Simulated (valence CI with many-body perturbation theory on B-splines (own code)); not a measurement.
**Questions on Lu LI**

Method: relativistic CI+MBPT: three valence electrons over a frozen Dirac-Fock core [Ar], radial functions for each j: 9 s, 9 p, 10 d, 8 f, 5 g, 3 h, 1 i, with the one-electron correlation potential Σ1 (screened to all orders), the two-electron term Σ2, the three-electron term Σ3, Breit, model QED; selected single and double excitations, second order for the rest (own B-spline code, finite nucleus).

The last digits are not significant, and no measured levels were compared; by estimate large intervals hold to a few tenths of a per cent, small ones and those within an open d or f shell to about a per cent. Only levels of the ground parity were solved; by the run's estimate the other parity begins above the list, which can be wrong where configurations are misplaced.

Levels are named by their leading jj configuration (3d3/2^4 stands for four electrons in 3d with j = 3/2), which in mixed levels can hold well under half, so a name can repeat and another be missing.

Rates and lifetimes use the calculated energies. Strong lines usually hold to 10 to 20 %, long lifetimes can be off by a factor of two.

Task: What is the ground level?

Result: (3d3/2^3) J=3/2, composition 46 % 3d3 4F + 39 % 3d3 2D + 11 % 3d3 2P, g = 0.710.

Task: What is the ionisation energy?

Result: 4533 eV; NIST lists 4532 ± 4 eV (theoretical).

Task: How well does LS coupling describe the low levels?

Result: Among the lowest 19 levels the leading LS term, summed over configurations, holds 56 % on average. For single configurations the figures are 56 % in LS and 98 % in jj coupling. Terms mix most in the J = 3/2 level at 58.94 eV, where the leading one holds 38 %.
